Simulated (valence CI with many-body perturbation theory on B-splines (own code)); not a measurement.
Results of a calculation; reference values are marked as such.
# Level structure of Er¹⁷⁺

Method: valence CI with perturbative core correlation (CI+MBPT): five valence electrons over a frozen Dirac-Fock core [Kr] 4d10, a basis of 7 s, 7 p, 7 d, 7 f, 4 g, 2 h functions for each j, with the one-electron correlation potential Σ1 (screened to all orders), the two-electron term Σ2, the three-electron term Σ3, Breit, model QED; selected single and double excitations, second order for the rest, scaled by the run's own slope (own B-spline code, finite nucleus).

No measured spectrum was set against this ion. As an estimate, terms of the open shell hold to a few per cent of their energy, and close levels can change places. Among the levels kept, up to 1100 cm⁻¹ of a level comes from second order outside the variational space, and about a tenth of that is noise between levels of different J, which matters for small intervals.

Levels 136 to 180 of 199, with energies above the lowest level, 4f5 6H°_5/2. "Leading %" is the weight of the configuration and term that name the level; weights of strongly mixed levels are sums over their largest components and can fall short. In the jj column 3d3/2^4 stands for four electrons in 3d with j = 3/2.

```
No.  Configuration  Term     J  E (cm⁻¹)  Leading %               Leading jj      g
136            4f5   4F°   9/2    119820         82   4f5/2^2 4f7/2^3 (54 %)  1.291
137            4f5   2M°  17/2    120260         91   4f5/2^2 4f7/2^3 (49 %)  0.957
138            4f5   2I°  11/2    121010         56     4f5/2 4f7/2^4 (43 %)  0.974
139            4f5   2M°  19/2    121760         99   4f5/2^2 4f7/2^3 (89 %)  1.051
140            4f5   2I°  13/2    121800         84   4f5/2^2 4f7/2^3 (66 %)  1.077
141            4f5   4F°   5/2    122460         44     4f5/2 4f7/2^4 (41 %)  1.177
142            4f5   4S°   3/2    123270         54     4f5/2 4f7/2^4 (45 %)  1.643
143            4f5   4D°   7/2    124020         37   4f5/2^2 4f7/2^3 (28 %)  1.270
144            4f5   2I°  11/2    125940         65   4f5/2^2 4f7/2^3 (41 %)  0.953
145            4f5   2G°   9/2    126320         61   4f5/2^3 4f7/2^2 (41 %)  1.097
146            4f5   4D°   5/2    127600         68   4f5/2^3 4f7/2^2 (47 %)  1.276
147            4f5   4I°   9/2    127900         71   4f5/2^3 4f7/2^2 (53 %)  0.813
148            4f5   4I°  13/2    128770         58   4f5/2^3 4f7/2^2 (49 %)  1.091
149            4f5   4D°   3/2    129320         85   4f5/2^2 4f7/2^3 (52 %)  1.165
150            4f5   4D°   1/2    130100         95   4f5/2^2 4f7/2^3 (66 %)  0.030
151            4f5   4I°  15/2    131190         71   4f5/2^2 4f7/2^3 (47 %)  1.158
152            4f5   2G°   7/2    131520         85   4f5/2^2 4f7/2^3 (45 %)  0.930
153            4f5   4I°  11/2    133460         56   4f5/2^2 4f7/2^3 (75 %)  0.963
154            4f5   2F°   7/2    135560         48   4f5/2^3 4f7/2^2 (52 %)  1.150
155            4f5   2I°  13/2    136260         47   4f5/2^2 4f7/2^3 (63 %)  1.017
156            4f5   2G°   9/2    137780         52   4f5/2^3 4f7/2^2 (59 %)  1.046
157            4f5   2L°  15/2    141120         40   4f5/2^2 4f7/2^3 (72 %)  1.043
158            4f5   2F°   5/2    141210         72   4f5/2^2 4f7/2^3 (69 %)  0.888
159            4f5   4F°   9/2    141610         70   4f5/2^2 4f7/2^3 (58 %)  1.245
160            4f5   2H°  11/2    141820         57   4f5/2^3 4f7/2^2 (53 %)  1.105
161            4f5   2K°  13/2    142800         46     4f5/2 4f7/2^4 (56 %)  1.017
162            4f5   4F°   7/2    143370         43   4f5/2^2 4f7/2^3 (36 %)  1.150
163            4f5   4F°   5/2    146020         53   4f5/2^2 4f7/2^3 (42 %)  0.959
164            4f5   2I°  11/2    146100         48   4f5/2^3 4f7/2^2 (36 %)  1.014
165            4f5   2G°   7/2    147760         63   4f5/2^2 4f7/2^3 (74 %)  0.945
166            4f5   2L°  17/2    147910         89     4f5/2 4f7/2^4 (61 %)  1.050
167            4f5   2H°   9/2    147980         52     4f5/2 4f7/2^4 (51 %)  0.998
168         4f4 5s    6I   7/2    148080         93        4f5/2^4 5s (42 %)  0.458
169            4f5   4F°   3/2    148150         91   4f5/2^2 4f7/2^3 (42 %)  0.449
170            4f5   2H°   9/2    150470         80   4f5/2^2 4f7/2^3 (69 %)  0.947
171            4f5   2L°  15/2    150490         57     4f5/2 4f7/2^4 (57 %)  1.000
172            4f5   2I°  13/2    151580         84     4f5/2 4f7/2^4 (50 %)  1.063
173         4f4 5s    6I   9/2    151860         92  4f5/2^3 4f7/2 5s (55 %)  0.832
174            4f5   2G°   7/2    153980         42   4f5/2^2 4f7/2^3 (44 %)  1.041
175            4f5   2H°  11/2    154270         34   4f5/2^2 4f7/2^3 (60 %)  1.098
176            4f5   4G°   9/2    154850         52     4f5/2 4f7/2^4 (52 %)  1.162
177         4f4 5s    6I  11/2    156450         94  4f5/2^3 4f7/2 5s (52 %)  1.033
178            4f5   2F°   5/2    156840         48   4f5/2^2 4f7/2^3 (42 %)  0.804
179            4f5   2H°  11/2    158470         40     4f5/2 4f7/2^4 (52 %)  1.124
180            4f5   2F°   5/2    158930         52     4f5/2 4f7/2^4 (39 %)  0.753
```

Names give the largest LS component (configuration and term), which can be under half, so a name can repeat, a term be missing and a line seem to break the LS rules; names also repeat where a configuration has a term twice.

Where two levels of one J and parity lie close, their mixing, g and order are uncertain.
